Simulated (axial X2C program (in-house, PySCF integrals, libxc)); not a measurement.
## Testing model relations on SnCl

A bond curve at the PBE0 level, two-component, was computed with an axial X2C code built on PySCF integrals (basis Sn dyall-cv3z [11s12p9d4f1g], Cl dyall-av3z [9s8p3d2f] (cores contracted in-house)) for the state Ω = 1/2 (⟨Sz⟩ = -0.50, ⟨Lz⟩ = 1.00 at PBE0). Its fit gives Re = 2.3766 Å, ωe = 344.2 cm⁻¹, ωexe = 1.06 cm⁻¹ and αe = 4.863e-04 cm⁻¹; the masses are 119.9022 and 34.9689 u. Two-component means X2C with spin–orbit coupling and atomic mean-field Coulomb and Gaunt terms.

**Question.** Find the reduced mass, Be and the force constant.

**Answer.** From the PBE0 values: μ = 27.0731 u. Be = 16.8576/(μ Re²) = 0.1102 cm⁻¹. k = 5.8918×10⁻⁷ μ ωe² = 1.89 mdyn/Å.

**Question.** A Morse curve ties αe to the other constants (Pekeris). How well does that hold?

**Answer.** αe(Morse) = 6Be²/ωe × (√(ωexe/Be) − 1) = 4.451e-04 cm⁻¹; the PBE0 curve gives 4.863e-04 cm⁻¹, a ratio of 0.92.

**Question.** The dipole moment p changes by 6.54 D/Å at Re. What harmonic infrared intensity follows?

**Answer.** I = 42.256 × (dp/dR)²/μ = 67 km/mol.

**Question.** Where do the fundamental and the first overtone lie?

**Answer.** ν(1←0) = ωe − 2ωexe = 342.1 cm⁻¹; ν(2←0) = 2ωe − 6ωexe = 682.0 cm⁻¹.

**Question.** Estimate the centrifugal constant by the Kratzer relation.

**Answer.** D = 4Be³/ωe² = 4.52e-08 cm⁻¹.

One determinant describes the state; a PBE0 search over occupations chose it and may have missed a lower one. Density functionals use the spin component along the axis (collinear). Without a current term, density functionals place determinants with orbital angular momentum somewhat too high.
